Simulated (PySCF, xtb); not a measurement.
HN2, SMILES [N][NH] (connectivity only; charge and spin as stated), neutral, multiplicity 2.

Harmonic wavenumbers (cm⁻¹) from GFN2-xTB in xtb at its own minimum, in rising order: 1097, 1997, 2904.

What does PBE-D3(BJ)/def2-TZVPD (PySCF) give at its own minimum? (Estimate from the structure and the level; the computed values follow.)

1084, 1815, 2566. Paired by order, the mean absolute difference is 177 cm⁻¹ and the zero-point energies are 8.6 and 7.8 kcal/mol.
